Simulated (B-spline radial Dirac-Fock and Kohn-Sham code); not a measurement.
**Two-hole binding energies of Mn⁺**

System: the Mn⁺ ion in the configuration [Ar] 3d5 4s1, inside a Watson sphere of charge -1 and radius 2.4 Å (a model of the Madelung potential; inside it an electron's potential energy is raised by 6.0 eV).

Input file task.json (cfg lists n, l and occupation; rrms is the nuclear radius in fm):

```json
{"items": [{
  "Z": 25,
  "q": 1,
  "cfg": [[1, 0, 2], [2, 0, 2], [2, 1, 6], [3, 0, 2], [3, 1, 6], [3, 2, 5], [4, 0, 1]],
  "A": 55,
  "rrms": 3.7057,
  "watson": [-1, 2.4],
  "do": ["binding", "quiet", "double"]
}]}
```

Command: `python xray_run.py task.json out`

Model: ΔSCF Dirac-Fock with Breit, self-energy and vacuum polarisation, finite nucleus, configuration average. Program: a radial atomic solver. U is the two-hole binding energy less the two single-hole energies, the effective repulsion of the holes after relaxation. Each two-hole energy is an average over J within one jj subconfiguration.

| holes | E(a) (eV) | E(b) (eV) | E(ab) (eV) | U (eV) |
| --- | --- | --- | --- | --- |
| 1s⁻² | 6553.8 | 6553.8 | ? | ? |
| 1s⁻¹ 2p1/2⁻¹ | 6553.8 | 667.2 | 7309.7 | 88.7 |
| 1s⁻¹ 2p3/2⁻¹ | 6553.8 | 657.0 | 7297.8 | 86.9 |
| 1s⁻¹ 3p1/2⁻¹ | 6553.8 | 67.23 | 6645.7 | 24.7 |
| 1s⁻¹ 3p3/2⁻¹ | 6553.8 | 65.99 | 6644.2 | 24.4 |
| 2s⁻² | 788.1 | 788.1 | 1631.0 | 54.9 |
| 2s⁻¹ 2p1/2⁻¹ | 788.1 | 667.2 | 1504.7 | 49.5 |
| 2s⁻¹ 2p3/2⁻¹ | 788.1 | 657.0 | 1494.2 | 49.2 |
| 2p1/2⁻² | 667.2 | 667.2 | 1399.6 | 65.2 |
| 2p1/2⁻¹ 2p3/2⁻¹ | 667.2 | 657.0 | 1384.1 | 59.9 |
| 2p3/2⁻² | 657.0 | 657.0 | 1375.1 | 61.1 |
| 2s⁻¹ 3p1/2⁻¹ | 788.1 | 67.23 | 877.5 | 22.2 |
| 2s⁻¹ 3p3/2⁻¹ | 788.1 | 65.99 | 876.1 | 22.1 |
| 3p3/2⁻² | 65.99 | 65.99 | 151.0 | 19.0 |

Problem. Give the missing two-hole energy and U.

Solution. E(ab) = 13457.5 eV and U = 349.9 eV.

Values without a named source are computed, but for edge energies of neutral atoms, which are taken from tables.
